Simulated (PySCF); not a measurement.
# Heteronuclear NMR

Atom-mapped SMILES (the numbers label the heavy atoms): `[CH3:1][Si:2]([CH3:3])([CH3:4])[OH:5]`. Hydrogens are named by the atom that carries them.

[PySCF 2.14.0 with density-fitted response routines: geometry from PBE0-D3(BJ)/def2-TZVP; σ from GIAO-B97-2/pcSseg-2; one conformer; in vacuum; non-relativistic Hamiltonian; fast rotation and ring inversion assumed for equivalent nuclei]

Question: What are the $^{29}$Si shifts?

Answer: 
| atoms | environment | σ (ppm) | δ (ppm) |
| --- | --- | --- | --- |
| Si2 | silicon bonded to 3 C, O | 331.1 | 6.9 |

Shieldings were converted by a linear fit to measured shifts: $^{29}$Si (scatter 6.0 ppm rms, 28.9 ppm with the 5 outliers that the fit left out vs TMS, solution or neat liquid). Occasional misses reach two or three times the rms, and more in compound classes unlike the fitted ones.

On a 400 MHz spectrometer $^{29}$Si resonates near 79.5 MHz, so 1 ppm is 79.5 Hz.

Question: Where does $^{17}$O resonate?

Answer: 
```
atoms             environment  σ (ppm)  δ (ppm)
   O5  oxygen bonded to Si, H    284.5      4.6
```

Shieldings were converted by a linear fit to measured shifts: $^{17}$O (scatter 12.2 ppm rms vs liquid water, solution or neat liquid). Occasional misses reach two or three times the rms, and more in compound classes unlike the fitted ones.

On a 400 MHz spectrometer $^{17}$O resonates near 54.2 MHz, so 1 ppm is 54.2 Hz.
